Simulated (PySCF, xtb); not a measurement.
SrF, SMILES [F][Sr+], charge +1.

GFN2-xTB (xtb) at its own geometry gives an orbital gap of 1.28 eV.

Geometry: B3LYP-D3(BJ)/def2-TZVPD. The multiplicity is an assumed one; other spin states were not compared. The def2 effective core potentials stand for the cores of Sr; spin–orbit coupling is left out.

**Question.** What does CAM-B3LYP/def2-TZVPD (PySCF) give? (An estimate is asked for; the answer gives what the named calculation found.)

**Answer.** gap 9.61 eV (levels -15.91 and -6.31 eV).
